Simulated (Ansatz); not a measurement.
`CCSC(C)(C)C` and `CC(C)(C)P` differ in one atom or group.

Ansatz, PBE0-D4/def2-TZVP geometries, multiplicity 1. Each molecule was computed in one conformer, which needn't be the lowest.

```
                                        property  `CCSC(C)(C)C`
             LUMO energy (B3LYP/def2-TZVPP) / eV           0.62
              LUMO energy (PBE0/def2-TZVPP) / eV           0.91
         HOMO–LUMO gap (ωB97M-V/def2-TZVPP) / eV          10.84
           LUMO energy (ωB97M-V/def2-TZVPP) / eV           2.44
            HOMO–LUMO gap (PBE0/def2-TZVPP) / eV           7.07
size of the dipole moment (B3LYP/def2-TZVPP) / D           1.51
```

(1) What does the change do to each property? (An estimate is asked.)

Results:

(1) Ansatz gave: 
```json
{"property": "LUMO energy (B3LYP/def2-TZVPP) / eV", "`CC(C)(C)P`": "0.19", "shift": "-0.43"}
{"property": "LUMO energy (PBE0/def2-TZVPP) / eV", "`CC(C)(C)P`": "0.45", "shift": "-0.46"}
{"property": "HOMO–LUMO gap (ωB97M-V/def2-TZVPP) / eV", "`CC(C)(C)P`": "11.29", "shift": "0.45"}
{"property": "LUMO energy (ωB97M-V/def2-TZVPP) / eV", "`CC(C)(C)P`": "2.07", "shift": "-0.37"}
{"property": "HOMO–LUMO gap (PBE0/def2-TZVPP) / eV", "`CC(C)(C)P`": "7.48", "shift": "0.41"}
{"property": "size of the dipole moment (B3LYP/def2-TZVPP) / D", "`CC(C)(C)P`": "1.23", "shift": "-0.28"}
```

With PBE0 the HOMO falls by 0.88 eV and the LUMO falls by 0.46 eV, so the gap widens by about 0.42 eV. PBE moves the HOMO by -0.95 eV and ωB97M-V by -0.82 eV. Dipoles are sizes alone; their direction can turn.

Positive LUMOs are unbound, so they and the gaps depend on the basis.

B3LYP here is the variant with VWN-RPA as its local correlation; programs differ in this.
